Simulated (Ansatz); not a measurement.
Geometry optimisation, UKS B3LYP/def2-SVP in Ansatz.

Input:

```yaml
crystal:
  periodic: [false, false, false]
  atoms:
    - { symbol: Ge, position_ang: [0.007228, 0.011942, -0.073016] }
    - { symbol: H, position_ang: [-0.015308, -0.026761, 1.476196] }
    - { symbol: H, position_ang: [1.457561, -0.024542, -0.580578] }
    - { symbol: H, position_ang: [-0.749437, 1.249675, -0.580848] }
    - { symbol: Cl, position_ang: [-1.021309, -1.769649, -0.783989] }
    - { symbol: Cl, position_ang: [0.007265, 0.012635, 4.040536] }
magnetization:
  spin_polarized: true
  initial_magnetization: 1
basis:
  gaussian: { orbitals: def2-SVP }
hamiltonian:
  xc: b3lyp
relax:
  f_tol: 0.03
  max_steps: 50
```

Run as:

```bash
$ ansatz run input.yaml --threads 2 --pin off --max-ram 3072MiB --backend cpu --events-out ev --progress --plain --runs-dir out
```

Problem. Where does it end, and by what steps?

Solution. The forces met the threshold. The force dipped under the threshold on the way, but the program's further checks kept it going. After 35 steps the energy has fallen by 0.715 eV; H2 moved furthest, 1.99 Å. Parted: Ge1–H2 (1.55 → 3.69 Å). Joined: H2–Cl6 (2.56 → 1.29 Å).

```tsv
step	energy less start (eV)	largest force component (eV/Å)	accepted
0	0.0000	0.188	yes
2	-0.0717	0.394	yes
4	-0.2272	1.072	yes
6	-0.2100	1.627	no
8	-0.5187	0.342	yes
10	-0.6198	0.430	yes
12	-0.6354	0.591	no
14	-0.6556	0.458	yes
16	-0.6665	0.022	yes
18	-0.6711	0.092	yes
20	-0.6714	0.618	no
22	-0.6853	0.075	yes
24	-0.6795	0.902	no
26	-0.7005	0.159	yes
28	-0.6838	1.038	no
30	-0.7113	0.240	yes
32	-0.7140	0.016	yes
34	-0.7148	0.032	yes
35	-0.7150	0.029	yes
```

```xyz
6
Properties=species:S:1:pos:R:3
Ge -0.184 -0.318 -0.265
H -0.209 -0.363 3.428
H 1.365 -0.204 -0.362
H -0.858 1.081 -0.363
Cl -0.841 -1.458 -2.027
Cl 0.413 0.716 3.087
```

Whether the end is a true minimum wasn't checked by a vibrational analysis.

Run time: 94 s on 2 threads of Arm Neoverse V2 (shared host), peak memory 0.28 GiB.
